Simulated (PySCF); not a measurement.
Gas-phase reaction: 3 SnO₂ + 3 SnF₄ = 2 O₃ + 6 SnF₂. Level: ωB97M-V/def2-TZVP†; standard pressure 1 bar.

Energies from PySCF, thermal terms from the rigid-rotor harmonic-oscillator model, ideal gas at 1 bar. † marks an energy on the PBE0/def2-TZVP geometry and frequencies. All species are closed-shell singlets. Sn: scalar-relativistic def2 core potential, no spin-orbit coupling. SnO₂: computed as isolated molecules; such fragments, hydroxides, amides, oligomers or adducts are transient or little studied in the gas. The harmonic model lacks anharmonicity and excited electronic states, which grow with temperature; levels with a mode under 35 cm⁻¹ are left out. Strong static correlation: O₃.

```json
[
 {"T (K)": "800", "1000/T (1/K)": "1.2500", "log10 K": "9.17"},
 {"T (K)": "1000", "1000/T (1/K)": "1.0000", "log10 K": "11.27"},
 {"T (K)": "1200", "1000/T (1/K)": "0.8333", "log10 K": "12.58"},
 {"T (K)": "1400", "1000/T (1/K)": "0.7143", "log10 K": "13.46"},
 {"T (K)": "1600", "1000/T (1/K)": "0.6250", "log10 K": "14.08"},
 {"T (K)": "1800", "1000/T (1/K)": "0.5556", "log10 K": "?"}
]
```

Question: Fit log10 K = a + b·(1000/T) to the five rows, get the mean ΔH° and ΔS°, and predict log10 K at 1800 K.

Answer: Means: 1000/T = 0.8845, log10 K = 12.112. Sums of products about the means: Sxy = -1.93664, Sxx = 0.245860, so b = Sxy/Sxx = -7.88 and a = 12.112 − (-7.88)×0.8845 = 19.08.
ΔH° = −R ln 10 × 1000 K × b = −19.145 × (-7.88) = 151 kJ; ΔS° = R ln 10 × a = 365 J/K. The run's own values go from 165 kJ and 382 J/K at 800 K to 118 kJ and 343 J/K at 1800 K.
Prediction at 1800 K: 19.08 + (-7.88)×0.5556 = 14.70. The computed value is 14.52, 0.18 from the line.
For scale, ΔH°(298 K) is 188 kJ at this level, 217 kJ at ωB97X-V/def2-TZVP†, and runs from -778 to 366 kJ over the 18 levels computed.
